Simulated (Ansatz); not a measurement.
CH4BNS, SMILES `NB1CS1`, 8 atoms. Charge 0, multiplicity 1. All runs use 2 threads of an Arm Neoverse V1 on a shared host. Correlated methods freeze the cores.

Q: How many basis functions does each run have, and how long does it take in Ansatz? RKS ωB97M-V/def2-QZVPP energy; RKS PBE0-D4/def2-TZVP frequencies; RHF-CCSD(T)/def2-TZVPP energy; RKS PBE0-D4/def2-QZVPP energy; RKS B97M-V/def2-TZVPP energy; RKS PBE0-D4/def2-SVP energy; RKS B2PLYP (frozen core)/def2-TZVPP energy; RHF-CCSD(T)/def2-SVP energy; direct RPA on PBE orbitals/def2-TZVPP energy; RKS PBE0-D4/def2-TZVP relaxation (6 steps); RHF-MP2/def2-QZVPP energy; RKS ωB97M-V/def2-SVP energy. (Estimate.)

A: The calculation gave: Other jobs shared the machine, so times are rough.

| level | job | functions | wall time | peak host memory (GiB) |
| --- | --- | --- | --- | --- |
| RKS PBE0-D4/def2-SVP | energy | 80 | 0.95 s | 0.36 |
| RHF-CCSD(T)/def2-SVP | energy | 80 | 2.3 s | 0.36 |
| RKS ωB97M-V/def2-SVP | energy | 80 | 4.6 s | 0.36 |
| RKS B2PLYP (frozen core)/def2-TZVPP | energy | 191 | 6 s | 0.36 |
| direct RPA on PBE orbitals/def2-TZVPP | energy | 191 | 6.5 s | 0.39 |
| RKS PBE0-D4/def2-QZVPP | energy | 361 | 7.5 s | 0.86 |
| RKS B97M-V/def2-TZVPP | energy | 191 | 10 s | 0.26 |
| RKS ωB97M-V/def2-QZVPP | energy | 361 | 21 s | 1.1 |
| RHF-MP2/def2-QZVPP | energy | 361 | 24 s | 1.5 |
| RKS PBE0-D4/def2-TZVP | relaxation (6 steps) | 154 | 25 s | 0.29 |
| RHF-CCSD(T)/def2-TZVPP | energy | 191 | 57 s | 2.1 |
| RKS PBE0-D4/def2-TZVP | frequencies | 154 | 100 s | 0.36 |
